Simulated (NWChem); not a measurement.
All runs are NWChem calculations. System: C3H5, charge 0, spin multiplicity 2, at a geometry optimised with UPBE/def2-SVP. The structure started from a generated list of species. Its SCF solution wasn't tested for a lower state. Level: ULDA (SVWN5)/def2-TZVP.

Job file:

```
start mol
memory heap 200 mb stack 900 mb global 1100 mb
geometry units angstroms nocenter noautoz
  C      1.238424     0.000000    -0.196471
  C      0.000000     0.000000     0.442332
  C     -1.238424     0.000000    -0.196471
  H      2.178569     0.000000     0.374235
  H      1.309570     0.000000    -1.296350
  H      0.000000     0.000000     1.547888
  H     -2.178569     0.000000     0.374235
  H     -1.309570     0.000000    -1.296350
  symmetry group C2v
end
basis spherical
  * library def2-tzvp
end
dft
  xc slater vwn_5
  odft
  mult 2
  semidirect memsize 60000000 filesize 0
  iterations 100
end
task dft energy
```

Part of the output:

```
             Northwest Computational Chemistry Package (NWChem) 7.3.0
             --------------------------------------------------------

                                NWChem Input Module
                                -------------------

 Scaling coordinates for geometry "geometry" by  1.889725989
 (inverse scale =  0.529177249)

 Turning off AUTOSYM since
 SYMMETRY directive was detected!

                             Geometry "geometry" -> ""
                             -------------------------

 Output coordinates in angstroms (scale by  1.889725989 to convert to a.u.)

  No.       Tag          Charge          X              Y              Z
 ---- ---------------- ---------- -------------- -------------- --------------
    1 C                    6.0000     1.23842400     0.00000000    -0.19647100
    2 C                    6.0000     0.00000000     0.00000000     0.44233200
    3 C                    6.0000    -1.23842400     0.00000000    -0.19647100
    4 H                    1.0000     2.17856900     0.00000000     0.37423500
    5 H                    1.0000     1.30957000     0.00000000    -1.29635000
    6 H                    1.0000     0.00000000     0.00000000     1.54788800
    7 H                    1.0000    -2.17856900     0.00000000     0.37423500
    8 H                    1.0000    -1.30957000     0.00000000    -1.29635000

 Effective nuclear repulsion energy (a.u.)      64.2859894259

            Nuclear Dipole moment (a.u.)
            ----------------------------
        X                 Y               Z
 ---------------- ---------------- ----------------
    -0.0000000000     0.0000000000    -0.0000037795

      Symmetry information
      --------------------

 Group name             C2v
 Group number             16
 Group order               4
 No. of unique centers     5

      Symmetry unique atoms

     1    2    4    5    6


 Summary of "ao basis" -> "" (spherical)
 ------------------------------------------------------------------------------
       Tag                 Description            Shells   Functions and Types
 ---------------- ------------------------------  ------  ---------------------
 *                         def2-tzvp                  on all atoms

                                 NWChem DFT Module
                                 -----------------

 Summary of "ao basis" -> "ao basis" (spherical)
 ------------------------------------------------------------------------------
       Tag                 Description            Shells   Functions and Types
 ---------------- ------------------------------  ------  ---------------------
 C                         def2-tzvp                11       31   5s3p2d1f
 H                         def2-tzvp                 4        6   3s1p

 Summary of "ao basis" -> "ao basis" (spherical)
 ------------------------------------------------------------------------------
       Tag                 Description            Shells   Functions and Types
 ---------------- ------------------------------  ------  ---------------------
 C                         def2-tzvp                11       31   5s3p2d1f
 H                         def2-tzvp                 4        6   3s1p

      Symmetry analysis of basis
      --------------------------

        a1         49
        a2         15
        b1         39
        b2         20

            General Information
            -------------------
          SCF calculation type: DFT
          Wavefunction type:  spin polarized.
[...]
    10      0.163792  1 C  py                72      0.163792  3 C  py
    44      0.141993  2 C  py                13      0.100168  1 C  py
    75      0.100168  3 C  py

 Vector   12  Occ=0.000000D+00  E=-1.352263D-01  Symmetry=a2
              MO Center=  2.0D-14, -3.3D-15, -1.8D-01, r^2= 3.0D+00
   Bfn.  Coefficient  Atom+Function         Bfn.  Coefficient  Atom+Function
  ----- ------------  ---------------      ----- ------------  ---------------
     7      0.306097  1 C  py                13      0.305621  1 C  py
    69     -0.306097  3 C  py                75     -0.305621  3 C  py
    10      0.260425  1 C  py                72     -0.260425  3 C  py
    51      0.049629  2 C  d -2

 Vector   13  Occ=0.000000D+00  E=-1.013959D-03  Symmetry=b2
              MO Center= -1.3D-14, -7.6D-16,  2.8D-02, r^2= 3.2D+00
   Bfn.  Coefficient  Atom+Function         Bfn.  Coefficient  Atom+Function
  ----- ------------  ---------------      ----- ------------  ---------------
    44      0.756985  2 C  py                13     -0.576174  1 C  py
    75     -0.576174  3 C  py                38      0.344028  2 C  py
    41      0.298496  2 C  py                 7     -0.211386  1 C  py
    69     -0.211386  3 C  py                10     -0.166968  1 C  py
    72     -0.166968  3 C  py                52      0.037713  2 C  d -1

 Vector   14  Occ=0.000000D+00  E= 3.605107D-02  Symmetry=a1
              MO Center= -7.3D-16,  9.5D-16,  1.0D+00, r^2= 6.2D+00
   Bfn.  Coefficient  Atom+Function         Bfn.  Coefficient  Atom+Function
  ----- ------------  ---------------      ----- ------------  ---------------
   108      1.746230  6 H  s                 96      1.108535  4 H  s
   114      1.108535  7 H  s                  5     -1.088962  1 C  s
    67     -1.088962  3 C  s                 45     -0.911785  2 C  pz
    36     -0.891664  2 C  s                102      0.490839  5 H  s
   120      0.490839  8 H  s                 12     -0.311935  1 C  px

   alpha - beta orbital overlaps
   -----------------------------

   alpha      1      2      3      4      5      6      7      8      9     10
    beta      1      2      3      4      5      6      7      8      9     10
 overlap   0.914  1.000  0.914  0.999  1.000  0.998  0.999  1.000  1.000  1.000

   alpha     11     12     13     14     15     16     17     18     19     20
    beta     11     12     13     14     15     16     17     18     19     20
 overlap   0.997  0.999  0.996  0.994  0.995  1.000  0.999  1.000  0.997  0.997

   alpha     21     22     23     24     25     26     27     28     29     30
    beta     21     22     23     24     25     26     27     28     29     30
 overlap   1.000  0.994  0.975  0.999  1.000  0.975  0.995  0.999  0.997  0.998

   alpha     31     32     33     34     35     36     37     38     39     40
    beta     31     33     32     35     34     36     37     38     39     40
 overlap   0.996  0.998  0.994  1.000  1.000  1.000  1.000  1.000  1.000  1.000

   alpha     41     42     43     44     45     46     47     48     49     50
    beta     41     42     43     44     45     46     47     48     49     50
 overlap   0.999  0.999  1.000  0.998  0.999  0.981  0.999  0.982  0.999  0.999

   alpha     51     52     53     54     55     56     57     58     59     60
    beta     51     52     53     54     56     55     57     58     59     60
 overlap   0.998  0.999  0.999  0.997  0.999  1.000  0.999  1.000  0.997  0.999

   alpha     61     62     63     64     65     66     67     68     69     70
    beta     61     62     63     64     66     65     67     68     69     70
 overlap   0.999  1.000  1.000  1.000  0.999  1.000  1.000  1.000  1.000  1.000

   alpha     71     72     73     74     75     76     77     78     79     80
    beta     71     72     74     73     75     77     76     78     79     80
 overlap   0.999  0.999  0.997  0.999  0.997  1.000  1.000  0.999  0.999  0.999

   alpha     81     82     83     84     85     86     87     88     89     90
    beta     81     82     83     84     85     86     87     88     89     90
 overlap   1.000  0.999  1.000  0.998  0.998  0.999  0.998  1.000  1.000  0.997

   alpha     91     92     93     94     95     96     97     98     99    100
    beta     91     93     92     94     95     98     97     96     99    100
 overlap   0.998  0.990  0.988  0.989  0.998  0.999  0.989  0.999  0.999  0.999

   alpha    101    102    103    104    105    106    107    108    109    110
    beta    101    102    103    104    105    106    107    108    109    110
 overlap   0.998  1.000  0.995  0.996  0.999  1.000  1.000  1.000  1.000  1.000

   alpha    111    112    113    114    115    116    117    118    119    120
    beta    111    112    113    114    115    116    117    118    119    120
 overlap   1.000  1.000  1.000  1.000  1.000  1.000  1.000  1.000  1.000  1.000

   alpha    121    122    123
    beta    121    122    123
 overlap   1.000  1.000  1.000

     --------------------------
     Expectation value of S2:
     --------------------------
      <S2> =      0.7572 (Exact =     0.7500)

 center of mass
 --------------
 x =  -0.00000000 y =   0.00000000 z =   0.01353868

 moments of inertia (a.u.)
 ------------------
          33.412853052141           0.000000000000           0.000000000000
           0.000000000000         211.366293475864           0.000000000000
           0.000000000000           0.000000000000         177.953440423723

     Multipole analysis of the density
     ---------------------------------

     L   x y z        total         alpha         beta         nuclear
     -   - - -        -----         -----         ----         -------
     0   0 0 0     -0.000000    -12.000000    -11.000000     23.000000

     1   1 0 0     -0.000000     -0.000000     -0.000000     -0.000000
     1   0 1 0     -0.000000     -0.000000     -0.000000      0.000000
     1   0 0 1      0.030170      0.233231     -0.203057     -0.000004

     2   2 0 0    -13.436405    -66.154345    -59.151366    111.869307
     2   1 1 0      0.000000      0.000000      0.000000      0.000000
     2   1 0 1     -0.000000     -0.000000      0.000000      0.000000
     2   0 2 0    -16.961912     -9.701267     -7.260645      0.000000
     2   0 1 1      0.000000      0.000000     -0.000000      0.000000
     2   0 0 2    -13.225582    -20.660209    -19.970662     27.405288

 Task  times  cpu:        1.9s     wall:        1.9s

 Total times  cpu:        1.9s     wall:        1.9s
```
